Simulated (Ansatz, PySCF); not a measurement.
Potential energy curve for SBe, lowest triplet found (which spin is the ground state isn't settled by this scan).

Methods: UCCSDT(Q) = Ansatz (a quantum-chemistry and plane-wave program) with CCSDT(Q) on UHF/cc-pVDZ, frozen core; UKS-B3LYP/6-311+G** = unrestricted B3LYP/6-311+G**, spherical d (PySCF); UCCSD(T) = CCSD(T) on UHF/cc-pVDZ, frozen core (Ansatz).

Total energies in hartree (comparable only within one method and basis):

```json
[
 {"R / Å": "1.46", "UCCSDT(Q)": "-412.16623", "UKS-B3LYP/6-311+G**": "-412.78683", "UCCSD(T)": "-412.16533"},
 {"R / Å": "1.57", "UCCSDT(Q)": "-412.23172", "UKS-B3LYP/6-311+G**": "-412.84736", "UCCSD(T)": "-412.23079"},
 {"R / Å": "1.67", "UCCSDT(Q)": "-412.26632", "UKS-B3LYP/6-311+G**": "-412.87887", "UCCSD(T)": "-412.26536"},
 {"R / Å": "1.76", "UCCSDT(Q)": "-412.28376", "UKS-B3LYP/6-311+G**": "-412.89438", "UCCSD(T)": "-412.28275"},
 {"R / Å": "1.82", "UCCSDT(Q)": "-412.29021", "UKS-B3LYP/6-311+G**": "-412.89991", "UCCSD(T)": "-412.28917"},
 {"R / Å": "1.93", "UCCSDT(Q)": "-412.29447", "UKS-B3LYP/6-311+G**": "-412.90303", "UCCSD(T)": "-412.29336"},
 {"R / Å": "1.98", "UCCSDT(Q)": "-412.29401", "UKS-B3LYP/6-311+G**": "-412.90226", "UCCSD(T)": "-412.29287"},
 {"R / Å": "2.04", "UCCSDT(Q)": "-412.29204", "UKS-B3LYP/6-311+G**": "-412.90004", "UCCSD(T)": "-412.29085"},
 {"R / Å": "2.09", "UCCSDT(Q)": "-412.28947", "UKS-B3LYP/6-311+G**": "-412.89737", "UCCSD(T)": "-412.28823"},
 {"R / Å": "2.15", "UCCSDT(Q)": "-412.28555", "UKS-B3LYP/6-311+G**": "-412.89340", "UCCSD(T)": "-412.28425"},
 {"R / Å": "2.27", "UCCSDT(Q)": "-412.27593", "UKS-B3LYP/6-311+G**": "-412.88387", "UCCSD(T)": "-412.27449"},
 {"R / Å": "2.37", "UCCSDT(Q)": "-412.26701", "UKS-B3LYP/6-311+G**": "-412.87509", "UCCSD(T)": "-412.26546"},
 {"R / Å": "2.54", "UCCSDT(Q)": "-412.25194", "UKS-B3LYP/6-311+G**": "-412.86003", "UCCSD(T)": "-412.25022"},
 {"R / Å": "2.74", "UCCSDT(Q)": "-412.23697", "UKS-B3LYP/6-311+G**": "-412.84407", "UCCSD(T)": "-412.23531"},
 {"R / Å": "2.92", "UCCSDT(Q)": "-412.22773", "UKS-B3LYP/6-311+G**": "-412.83253", "UCCSD(T)": "-412.22640"},
 {"R / Å": "3.22", "UCCSDT(Q)": "-412.22064", "UKS-B3LYP/6-311+G**": "-412.81961", "UCCSD(T)": "-412.21986"},
 {"R / Å": "3.54", "UCCSDT(Q)": "-412.21871", "UKS-B3LYP/6-311+G**": "-412.81215", "UCCSD(T)": "-412.21820"},
 {"R / Å": "3.97", "UCCSDT(Q)": "-412.21826", "UKS-B3LYP/6-311+G**": "-412.80749", "UCCSD(T)": "-412.21785"}
]
```

The scan ran from 1.46 to 6.86 Å; beyond the distances shown full CI changes its symmetry label. The unrestricted determinant behind UCCSDT(Q), UCCSD(T) is spin-contaminated at 2.74 to 3.97 Å (<S²> up to 2.3, against 2.00 for a pure triplet).
